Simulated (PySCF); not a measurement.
# Electron correlation in Ba⁴⁴⁺ (barium, charge +44)

[Ne] 3s2, closed-shell 1S. All numbers are calculated (PySCF 2.14, scalar relativity by spin-free X2C-1e, in an uncontracted even-tempered set (18 s from 9.2 bohr⁻², ratio 2.5; 12 p from 12 bohr⁻², ratio 2.5; 4 d from 44 bohr⁻², ratio 2.7; 4 f from 66 bohr⁻², ratio 2.7)). Frozen: 1s2; 10 electrons correlated; the 21 highest virtual orbitals of each spin left out.

```csv
level,correlation energy (mhartree)
CCSD,-488.05
(T),-0.79
CCSD(T),-488.84
```

Diagnostics: T1 = 0.00020, D1 = 0.0006, largest double amplitude 0.052.

Question: Is a single reference adequate?

Answer: Yes, within this model without spin-orbit coupling: T1 lies below 0.03 and no double amplitude reaches 0.07.

At this charge the one-electron X2C treatment keeps the bare 1/r₁₂, with no two-electron picture change or Breit term. The effect here is smaller than on the frozen 1s shell; and a scalar Hamiltonian misses the large spin-orbit splitting of the p shells, which matters for ns² → np² pairs.
